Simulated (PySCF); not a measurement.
The group X on SiH2(OH)-X is varied. Isolated molecules, 0 K electronic values unless said otherwise. One relaxed conformer stands for each flexible species; it need not be the lowest. Strings in code marks are SMILES.

The HOMO from two functionals at the same geometries (PBE0-D4/def2-TZVP), both in PySCF: PBE-D3(BJ)/def2-TZVP and PBE0-D4/def2-TZVP. 

```
species                                                                            PBE-D3(BJ)/def2-TZVP (eV)  PBE0-D4/def2-TZVP (eV)
---------------------------------------------------------------------------------  -------------------------  ----------------------
X = H                                                                                                  -7.21                   -8.73
X = isopropyl (`C(C)([SiH2]O)C` (C–C–Si–O torsion -179°, C–Si–O–H torsion -78°))                       -6.45                   -7.77
X = bromo (`Br[SiH2]O` (H–O–Si–Br torsion 58°))                                                        -7.12                   -8.41
X = vinyl (`C=C[SiH2]O` (C–C–Si–O torsion -6°, C–Si–O–H torsion -73°))                                 -6.82                   -7.96
X = isocyano (`[C-]#[N+][SiH2]O`)                                                                      -7.33                   -8.98
X = difluoromethyl (`O[SiH2]C(F)F` (H–O–Si–C torsion 51°, O–Si–C–F torsion -53°))                      -6.90                   -8.48
X = fluoromethyl (`O[SiH2]CF` (H–O–Si–C torsion 60°, O–Si–C–F torsion -60°))                           -6.84                   -8.37
X = cyclopropyl (`C1CC1[SiH2]O` (H–O–Si–C torsion 56°, O–Si–C–C torsion -156°))                        -6.75                   -8.11
X = cyanomethyl (`N#CC[SiH2]O`)                                                                        -7.43                   -8.79
X = propynyl (`CC#C[SiH2]O`)                                                                           -6.52                   -7.73
```

Over these rows, drawn at random from the members with no instability flagged (it was tested for open shells, ions and some series alone), PBE minus PBE0-D4: mean +1.40 eV, from +1.14 eV to +1.65 eV.
